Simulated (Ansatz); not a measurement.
`C[O][Hf]([F])([F])[O]C`, charge 0, multiplicity 1.

Q: Give a relaxed structure at PBE0-D4/def2-TZVP (Ansatz). (Best estimate.)

A: Ansatz gave: 
Cartesian coordinates in Å:
```
C 1.085 -0.355 -2.482
O 0.742 -0.742 -1.191
Hf 0.219 -1.141 0.599
F -0.964 -2.654 0.588
F 1.782 -1.566 1.632
O -0.671 0.345 1.397
C -1.303 1.481 1.890
H 0.706 -1.079 -3.210
H 0.661 0.626 -2.716
H 2.173 -0.296 -2.586
H -2.289 1.226 2.291
H -0.709 1.930 2.692
H -1.434 2.225 1.097
```
Point group Cs.
This is one stationary point; other conformers may exist.
